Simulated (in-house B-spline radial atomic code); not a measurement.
Ionisation energies with and without relativity, with size and susceptibility from the Dirac run. Dirac energy differences include first-order Breit, QED and recoil terms. NIST's values go from ground level to ground level; the uncertainty of those that are theory runs from under 0.1 % in few-electron ions to several per cent in heavy many-electron ones. Computed with an all-electron radial atomic-structure program (B-spline basis): non-relativistic Hartree-Fock and Dirac-Hartree-Fock, averages of the configuration (point nuclei without relativity, finite nuclei with it).

| ion | configuration | configuration after | ionisation non-relativistic (eV) | ionisation Dirac Breit and QED (eV) | tabulated value (eV) | tabulated kind | radius at density 0.001 (bohr) | diamagnetic susceptibility (10⁻⁶ cm³/mol) |
| --- | --- | --- | --- | --- | --- | --- | --- | --- |
| Cu4+ | [Ar] 3d7 | [Ar] 3d6 | 81.21 | 80.72 | 79.8 | semi-empirical | 2.389 | -8.5494 |
| Zn4+ | [Ar] 3d8 | [Ar] 3d7 | 83.84 | 83.31 | 82.6 | semi-empirical | 2.359 | -8.4729 |
| Ga4+ | [Ar] 3d9 | [Ar] 3d8 | 86.44 | 85.86 | 86.01 | semi-empirical | 2.33 | -8.3872 |
| Ge4+ | [Ar] 3d10 | [Ar] 3d9 | 89.00 | 88.38 | 90.5 | measured | 2.301 | -8.2947 |
| As4+ | [Ar] 3d10 4s1 | [Ar] 3d10 | 60.82 | 61.66 | 62.77 | measured | 2.862 | -9.9091 |
| Se4+ | [Ar] 3d10 4s2 | [Ar] 3d10 4s1 | 64.64 | 65.56 | 68.3 | semi-empirical | 2.966 | -11.174 |
| Br4+ | [Ar] 3d10 4s2 4p1 | [Ar] 3d10 4s2 | 58.17 | 58.32 | 59.595 | measured | 3.063 | -12.591 |
| Kr4+ | [Ar] 3d10 4s2 4p2 | [Ar] 3d10 4s2 4p1 | 62.30 | 62.48 | 64.69 | semi-empirical | 3.071 | -13.637 |
| Rb4+ | [Ar] 3d10 4s2 4p3 | [Ar] 3d10 4s2 4p2 | 66.51 | 66.71 | 68.44 | tabulated theory | 3.044 | -14.406 |
